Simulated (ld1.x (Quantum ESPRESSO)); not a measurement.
**copper: one change to a TM semilocal potential, before and after**

| Quantity | Value |
| --- | --- |
| Element | copper |
| Generator | ld1.x (Quantum ESPRESSO) 7.5 |
| Type | norm-conserving Troullier–Martins (semilocal form) |
| Functional | PBE |
| Relativity | scalar-relativistic |
| Frozen core | [Ne] |
| Valence charge | 19 |
| Reference configuration | 3s2 3p6 3d10 4s1 4p0 |
| Partial waves | 3s (bound): rc 0.75 bohr; 3p (bound): rc 0.85 bohr; 3d (bound): rc 0.75 bohr |
| Local potential | the d channel |
| Core correction | none |

Occupied shells without a wave of their own: 4s. They enter only through the test configuration that unscreens the potential.

Change: core correction a·sin(br)/r model core inside 0.48 bohr (4s counted twice).

Cutoffs: the cutoffs (Ry, on a coarse ladder) from which the occupation-weighted sum of valence levels, in a spherical-Bessel basis at the reference potential, stays within 10 and 1 mRy of its value at 400 Ry; they do not see the model core or the augmentation charge, which bear on the density cutoff. Errors are all-electron minus pseudo energies relative to the spin-unpolarised reference configuration.

Task: Predict the effect on cutoff, ghosts and configuration errors.

Result: Of the 7 tests that both files solve, the error grows in 5 and shrinks in 2 by more than 15 % and 0.3 meV (median size 76.6 → 176.6 meV); neither file shows a bound ghost. A semilocal file is local in each channel, so a ghost entry of none says nothing of the separable form that plane-wave codes build from it. In the changed file ld1.x takes every shell without a wave as core, so the model core holds the 4s electrons as well and exchange and correlation see them twice. This cancels in the reference configuration, but the file is broken for other ones, and its errors say nothing about a proper core correction. A model core, the more so a compact one, raises the density cutoff, which this test does not measure.

```tsv
quantity	base	changed
cutoff, loose	over 300 Ry	over 300 Ry
cutoff, tight	over 300 Ry	over 300 Ry
bound ghosts	none	none
largest miss of a reference level, eV	0.06	0.06
error for 3s2 3p6 3d10 4s0 4p0, meV [ΔE 8.15 eV]	-76	-177
error for 3s2 3p6 3d9 4s0 4p0, meV [ΔE 29.48 eV]	-122	-366
error for 3s2 3p6 3d8 4s0 4p0, meV [ΔE 68.50 eV]	-181	-572
error for 3s2 3p6 3d9 4s1 4p0, meV [ΔE 11.58 eV]	+1.2	-36
error for 3s2 3p6 3d9 4s2 4p0, meV [ΔE 1.97 eV]	+77	+65
error for 3s2 3p6 3d7 4s0 4p0, meV [ΔE 128.21 eV]	-246	-774
error for 3s2 3p6 3d9 4s1 4p1, meV [ΔE 6.81 eV]	+14	-9.4
s: phases at 0.95 bohr within 0.05 rad from the reference energy up to (Ry; the scan ends near 5)	to the end of the scan	to the end of the scan
p: phases at 0.95 bohr within 0.05 rad from the reference energy up to (Ry; the scan ends near 5)	to the end of the scan	to the end of the scan
d: phases at 0.95 bohr within 0.05 rad from the reference energy up to (Ry; the scan ends near 5)	to the end of the scan	to the end of the scan
```

Base: The 4s level has no wave, so the channel is fitted at the deeper level alone: the likely source of the large errors.
